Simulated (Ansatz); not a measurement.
A structure relaxed at PBE0-D4/def2-TZVP, charge 0, multiplicity 1:

Cartesian coordinates in Å:
```
Si 0.236 -0.326 -2.113
C 0.577 -0.070 -0.272
O -0.658 0.165 0.398
Si -0.794 0.251 2.020
Cl 0.307 1.821 2.761
H 1.533 -0.567 -2.802
H -0.412 0.883 -2.680
H -0.651 -1.502 -2.302
H 1.082 -0.953 0.142
H 1.254 0.781 -0.130
H -0.254 -0.970 2.663
H -2.219 0.486 2.316
```

(1) Give its formula and SMILES.

(2) Summarise the bond lengths by kind.

Results:

(1) CH7ClOSi2, `[SiH3]CO[SiH2]Cl`.

(2) 1 × C–Si 1.890 Å; 5 × H–Si 1.474 to 1.488 Å; 1 × C–O 1.425 Å; 2 × C–H 1.097 to 1.098 Å; 1 × O–Si 1.630 Å; 1 × Cl–Si 2.056 Å.

Program: Ansatz 0.2.0.
